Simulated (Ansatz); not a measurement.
`O[Si@H](Cl)C[Si@@H](O)F` + `O[SiH](O)O` → `O[SiH](Cl)[Si](O)(O)O` + `C[SiH](O)F`  (formal exchange of groups at the Si–C bond)

Gas-phase electronic energies from Ansatz, PBE0-D4/def2-TZVP geometries. CCSD(T)/CBS adds triple-zeta CCSD(T) − MP2 to the extrapolated MP2 energy (def2 sets, frozen cores). Functionals use def2-TZVPP. B3LYP here is the variant with VWN-RPA as its local correlation; programs differ in this. One conformer a species, not always the lowest.

```csv
level,ΔE (kcal/mol),difference from CCSD(T)/CBS
PBE-D4,5.4,-4.2
r2SCAN-D4,8.5,-1.1
B3LYP-D4,7.4,-2.2
ωB97M-V,10.5,0.9
B2PLYP,8.7,-0.9
r2SCAN,8.5,-1.1
PBE0,6.9,-2.7
B3LYP,7.0,-2.6
HF/def2-TZVPP,9.8,0.2
MP2/def2-TZVPP,11.4,1.8
SCS-MP2/def2-TZVPP,10.8,1.2
CCSD/def2-TZVPP,9.9,0.3
HF/def2-QZVPP,9.9,0.3
MP2/def2-QZVPP,11.3,1.7
SCS-MP2/def2-QZVPP,10.6,1.0
MP2/CBS(def2),11.1,1.5
CCSD(T)/CBS,9.6,0
```

Largest T1 diagnostic among the species: 0.012.

From PBE to PBE0 (25 % exact exchange), in def2-TZVPP and without D4, ΔE moves by +1.7 kcal/mol.
